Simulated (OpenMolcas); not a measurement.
# Multiconfigurational calculation on Re⁴⁺

Input:

```
&GATEWAY
Coord
1

Re 0.0 0.0 0.0
Basis=ANO-RCC-VQZP
Group=XYZ
NoMove
AngMom=0.0 0.0 0.0
AMFI
&SEWARD
* reference wave functions (RASSCF and RASSI steps not shown): 9 electrons in 8 orbitals (RAS1 5p, at most 2 holes; RAS2 5d)
>>> COPY JOB001 $Project.JobIph
&CASPT2
Multistate=10 1 2 3 4 5 6 7 8 9 10
Frozen=14 16
IPEA=0.25
Imaginary=0.1
MaxIter=60
WThr=0.0 0.3 0.05
PrWF=0.5
NoMix
>>> COPY JOB002 $Project.JobIph
&CASPT2
Multistate=40 1 2 3 4 5 6 7 8 9 10 11 12 13 14 15 16 17 18 19 20 21 22
23 24 25 26 27 28 29 30 31 32 33 34 35 36 37 38 39 40
Frozen=14 16
IPEA=0.25
Imaginary=0.1
MaxIter=60
WThr=0.0 0.3 0.05
PrWF=0.5
NoMix
```

Output, cut to the results:

```
--- CASPT2 ---
Orbital specifications:
      -----------------------

      Symmetry species                           1   2
                                                ag  au
      Frozen orbitals                           14  16
      Inactive orbitals                          1   0
      Active orbitals                            5   3
      Secondary orbitals                        46  55
      Deleted orbitals                           0   0
      Number of basis functions                 66  74
Type of calculation                        MS-CASPT2
      Fock operator                              state-specific
      IPEA shift                                 0.25
      Real shift                                 0.00
      Imaginary shift                            0.10
      The input orbitals will be transformed to quasi-canonical
Reference energy:      -16673.3972379950
      E2 (Non-variational):      -0.2399349657
      Shift correction:          -0.0000621947
      E2 (Variational):          -0.2399971604
      Total energy:          -16673.6372351554
      Residual norm:              0.0000000512
      Reference weight:           0.96724
      Contributions to the CASPT2 correlation energy
      Active & Virtual Only:         -0.1838492955
      One Inactive Excited:          -0.0506087445
      Two Inactive Excited:          -0.0054769257
Reference energy:      -16673.3972379950
      E2 (Non-variational):      -0.2398294706
      Shift correction:          -0.0000615052
      E2 (Variational):          -0.2398909758
      Total energy:          -16673.6371289708
      Residual norm:              0.0000000372
      Reference weight:           0.96735
      Contributions to the CASPT2 correlation energy
      Active & Virtual Only:         -0.1837691499
      One Inactive Excited:          -0.0505888920
      Two Inactive Excited:          -0.0054714287
::    CASPT2 Root  1     Total energy: -16673.63723516
::    CASPT2 Root  2     Total energy: -16673.63712897
::    CASPT2 Root  3     Total energy: -16673.63769112
::    CASPT2 Root  4     Total energy: -16673.63735989
::    CASPT2 Root  5     Total energy: -16673.63702365
::    CASPT2 Root  6     Total energy: -16673.63771792
::    CASPT2 Root  7     Total energy: -16673.63735891
::    CASPT2 Root  8     Total energy: -16673.58855628
::    CASPT2 Root  9     Total energy: -16673.58855730
::    CASPT2 Root 10     Total energy: -16673.58856810
::    MS-CASPT2 Root  1     Total energy: -16673.63960137
::    MS-CASPT2 Root  2     Total energy: -16673.63848683
::    MS-CASPT2 Root  3     Total energy: -16673.63771538
::    MS-CASPT2 Root  4     Total energy: -16673.63760061
::    MS-CASPT2 Root  5     Total energy: -16673.63663198
::    MS-CASPT2 Root  6     Total energy: -16673.63591677
::    MS-CASPT2 Root  7     Total energy: -16673.63564902
::    MS-CASPT2 Root  8     Total energy: -16673.58855395
::    MS-CASPT2 Root  9     Total energy: -16673.58853746
::    MS-CASPT2 Root 10     Total energy: -16673.58850393
--- CASPT2 ---
Orbital specifications:
      -----------------------

      Symmetry species                           1   2
                                                ag  au
      Frozen orbitals                           14  16
      Inactive orbitals                          1   0
      Active orbitals                            5   3
      Secondary orbitals                        46  55
      Deleted orbitals                           0   0
      Number of basis functions                 66  74
Type of calculation                        MS-CASPT2
      Fock operator                              state-specific
      IPEA shift                                 0.25
      Real shift                                 0.00
      Imaginary shift                            0.10
      The input orbitals will be transformed to quasi-canonical
Reference energy:      -16673.3341378964
      E2 (Non-variational):      -0.2515016721
      Shift correction:          -0.0001164028
      E2 (Variational):          -0.2516180749
      Total energy:          -16673.5857559713
      Residual norm:              0.0000002465
      Reference weight:           0.96235
      Contributions to the CASPT2 correlation energy
      Active & Virtual Only:         -0.1951198199
      One Inactive Excited:          -0.0508754412
      Two Inactive Excited:          -0.0055064110
Reference energy:      -16673.3341378964
      E2 (Non-variational):      -0.2514426863
      Shift correction:          -0.0001150783
      E2 (Variational):          -0.2515577646
      Total energy:          -16673.5856956610
      Residual norm:              0.0000002542
      Reference weight:           0.96240
      Contributions to the CASPT2 correlation energy
      Active & Virtual Only:         -0.1950635163
      One Inactive Excited:          -0.0508728115
      Two Inactive Excited:          -0.0055063585
::    CASPT2 Root  1     Total energy: -16673.58575597
::    CASPT2 Root  2     Total energy: -16673.58569566
::    CASPT2 Root  3     Total energy: -16673.58578899
::    CASPT2 Root  4     Total energy: -16673.58562676
::    CASPT2 Root  5     Total energy: -16673.58639424
::    CASPT2 Root  6     Total energy: -16673.58632961
::    CASPT2 Root  7     Total energy: -16673.58615776
::    CASPT2 Root  8     Total energy: -16673.58615723
::    CASPT2 Root  9     Total energy: -16673.58633967
::    CASPT2 Root 10     Total energy: -16673.58068775
::    CASPT2 Root 11     Total energy: -16673.58065054
::    CASPT2 Root 12     Total energy: -16673.58064999
::    CASPT2 Root 13     Total energy: -16673.56381649
::    CASPT2 Root 14     Total energy: -16673.56382593
::    CASPT2 Root 15     Total energy: -16673.56445910
::    CASPT2 Root 16     Total energy: -16673.56381442
::    CASPT2 Root 17     Total energy: -16673.56381392
::    CASPT2 Root 18     Total energy: -16673.56747900
::    CASPT2 Root 19     Total energy: -16673.56753268
...
```

Levels above the lowest, from the spin-orbit matrix with the single-state CASPT2 energies, averaged by term, on its diagonal:

| Configuration | Term | J | E (cm⁻¹) | Measured (cm⁻¹) | Term weight % | Second |
| --- | --- | --- | --- | --- | --- | --- |
| 5d³ | ⁴F | 3/2 | 0.0 | 0.0 | 84 | 13 ²D(1) |
| 5d³ | ⁴F | 5/2 | 5180 | 4853 | 95 | 4 ²D(1) |
| 5d³ | ⁴F | 7/2 | 9450 | 8973 | 87 | 11 ²G |
| 5d³ | ⁴F | 9/2 | 12410 | 11914 | 62 | 29 ²G |
| 5d³ | ⁴P | 3/2 | 12600 |  | 43 | 38 ²P |
| 5d³ | ⁴P | 1/2 | 14740 | 14325 | 63 | 37 ²P |
| 5d³ | ²G | 7/2 | 19770 | 19013 | 85 | 12 ⁴F |
| 5d³ | ²H | 9/2 | 20750 | 19967 | 56 | 29 ⁴F |
| 5d³ | ⁴P | 5/2 | 21880 | 20922 | 89 | 6 ²D(1) |
| 5d³ | ⁴P | 3/2 | 24310 |  | 45 | 42 ²D(1) |
| 5d³ | ²P | 1/2 | 24440 | 23669 | 63 | 37 ⁴P |
| 5d³ | ²H | 11/2 | 28030 | 27077 | 100 |  |
| 5d³ | ²D(1) | 5/2 | 30420 | 28739 | 86 | 6 ⁴P |
| 5d³ | ²G | 9/2 | 31630 | 30366 | 56 | 35 ²H |
| 5d³ | ²P | 3/2 | 33880 |  | 53 | 32 ²D(1) |
| 5d³ | ²F | 5/2 | 35780 | 34162 | 86 | 11 ²D(2) |
| 5d³ | ²F | 7/2 | 36110 | 34625 | 96 | 4 ²G |
| 5d³ | ²D(2) | 3/2 | 54310 | 52052 | 97 |  |
| 5d³ | ²D(2) | 5/2 | 54340 | 52467 | 84 | 11 ²F |

Against the 15 measured excited levels shown (the list in Brasseur, Gamrath and Quinet, At. Data Nucl. Data Tables 157, 101636 (2024)) the mean absolute deviation is 1100 cm-1; the largest miss in energy is 5d³ ²D_3/2(2): computed 54310, measured 52052 cm⁻¹ (+4.3 %), and the largest in proportion 5d³ ⁴F_5/2 (+6.8 %).

CASPT2 does not keep the components of a term degenerate, so their means are used; among the terms shown or strongly mixed into the levels shown the widest spread is 170 cm-1 (5d³ ²F). Active for correlation alone: 5p; no level in the range computed is led by a configuration that opens it, so any true level of that kind is missing. Measured partners are found by configuration, term and J. A level has none where our copy of the source lacks it or the pairing is in doubt (some pairs that miss far off the trend of their configuration count as doubtful), and it then counts in no deviation. Levels of configurations outside the active space are missing. The first state left out of the spin-orbit step lies near 740000 cm-1 above the lowest spin-free state of the reference (among the parities and spins computed), and the list stops at four fifths of that energy or lower.

The term weight is that of the spin-free term in the level, not the purity of its configuration. A number in round brackets counts repeated terms of one configuration in the order of the reference energies.
